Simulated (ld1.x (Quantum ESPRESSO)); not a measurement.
## Before and after: PAW potential for V

ld1.x (Quantum ESPRESSO) 7.5 input, shortened:

```
&input
   title='V', zed=23., rel=0, dft='PBESOL', iswitch=3,
   config='[Ar] 3d3 4s0.5 4p0'
 /
 &inputp
   pseudotype=3, lpaw=.true., tm=.true., lloc=-2, rcloc=1.50,
   nlcc=.true., new_core_ps=.true., rcore=1.50,
   which_augfun='BESSEL', rmatch_augfun=0.95
 /
6
3S  1  0   2.00   0.00  1.35  1.85  0.0
4S  2  0   0.50   0.00  1.35  1.85  0.0
3P  2  1   6.00   0.00  1.35  1.50  0.0
4P  3  1   0.00   0.00  1.35  1.50  0.0
3D  3  2   3.00   0.00  1.25  1.65  0.0
3D  3  2   0.00   4.00  1.25  1.65  0.0
 &test
   configts(1)='3s2 3p6 3d3 4s0.5 4p0'
 /
```

Change: all radii but the core radius scaled by about 1.17 (s 2.16, p 1.76, d 1.92 bohr, rcut 1.58/1.58/1.46); local potential all-electron potential smoothed inside 1.76 bohr (lloc = -2); augmentation BESSEL, radius 1.12 bohr.

Cutoffs: the cutoffs (Ry, on a coarse ladder) from which the occupation-weighted sum of valence levels, in a spherical-Bessel basis at the reference potential, stays within 10 and 1 mRy of its value at 400 Ry; they do not see the model core or the augmentation charge, which bear on the density cutoff. Errors are all-electron minus pseudo energies relative to the spin-unpolarised reference configuration.

Problem. Predict the effect on cutoff, ghosts and configuration errors.

Solution. The potential gets softer (40 Ry and 70 Ry → 30 Ry and 45 Ry); the number of tests with a reliable result goes from 7 to 3 (the test run of the changed file stopped, so its transferability is not established); the errors of the 3 common tests hardly move; neither file shows a bound ghost. A larger radius leaves more room for a smooth pseudo-wave, so fewer plane waves are needed.

| quantity | base | changed |
| --- | --- | --- |
| cutoff, loose | 40 Ry | 30 Ry |
| cutoff, tight | 70 Ry | 45 Ry |
| loose cutoff by channel (10 mRy a level) | s 25 Ry, p 30 Ry, d 35 Ry | s 21 Ry, p 21 Ry, d 25 Ry |
| bound ghosts | none | none |
| tests with a reliable result | 7 of 7 | 3 of 7 (the test run stopped) |
| error for 3s2 3p6 3d3 4s2 4p0, meV [ΔE -13.88 eV] | +0.4 | -0.4 |
| error for 3s2 3p6 3d3 4s1 4p0, meV [ΔE -6.21 eV] | +0.1 | -0.1 |
| error for 3s2 3p6 3d3 4s0 4p0, meV [ΔE 7.86 eV] | +0.1 | -0.2 |
| lowest overlap eigenvalue by channel | s 0.06, p 0.19, d 0.87 | s 0.12, p 0.10, d 0.86 |
